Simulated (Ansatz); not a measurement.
Molecule: sum formula GaHBr2, charge 0, multiplicity 1. 
Coordinates optimised at B3LYP-D3(BJ)/def2-TZVP (Ansatz, a program for electronic structure):
SMILES: [Br][GaH][Br]
```xyz
4

Br    -1.3211     1.4799     0.0171
Ga    -0.4892    -0.6554    -0.0104
Br     1.7948    -0.8452    -0.0070
H     -1.4160    -1.8973    -0.0301
```
Charge 0, spin multiplicity 1.

Property: vertical electron affinity (to the doublet state of charge -1; a negative value means that the extra electron is unbound and the number depends on the basis; each state is the SCF solution reached for its spin), in eV. Cores are frozen in the correlated levels unless marked. Open shells are spin-unrestricted. No spin-orbit coupling. The frozen core is the preceding noble-gas configuration, with the filled d and f shells of earlier blocks. Non-relativistic. Anions need diffuse functions: aug- sets have them; def2-D sets add few. CBS(X,Y): correlation extrapolated as X^-3; Hartree-Fock from the larger set. The bracket is a focal-point correction in the basis named.

```csv
level,program,vertical electron affinity (eV)
HF/aug-cc-pVDZ,Ansatz,-0.21
HF/aug-cc-pVTZ,Ansatz,-0.23
PBE/def2-TZVPD,Ansatz,0.35
B3LYP/def2-TZVPD,Ansatz,0.34
wB97M-V/def2-TZVPD,Ansatz,0.26
wB97X-V/def2-TZVPD,Ansatz,0.21
wB97X/def2-TZVPD,Ansatz,0.18
MP2/aug-cc-pVDZ,Ansatz,0.12
MP2/aug-cc-pVTZ,Ansatz,0.19
MP2/aug-cc-pVQZ,Ansatz,0.23
"MP2/CBS(aug-cc-pVTZ,aug-cc-pVQZ)",Ansatz,0.26
SCS-MP2/aug-cc-pVDZ,Ansatz,0.04
SCS-MP2/aug-cc-pVQZ,Ansatz,0.14
CCSD/aug-cc-pVDZ,Ansatz,0.16
CCSD/aug-cc-pVTZ,Ansatz,0.22
CCSD/aug-cc-pVQZ,Ansatz,0.25
"CCSD/CBS(aug-cc-pVTZ,aug-cc-pVQZ)",Ansatz,0.28
CCSD(T)/aug-cc-pVDZ,Ansatz,0.17
CCSD(T)/aug-cc-pVQZ,Ansatz,0.30
"RI-MP2/CBS(aug-cc-pVTZ,aug-cc-pVQZ)+[CCSD(T)-MP2]/aug-cc-pVTZ",Ansatz,0.32
"CCSD(T)/CBS(aug-cc-pVTZ,aug-cc-pVQZ)",Ansatz,0.32
```
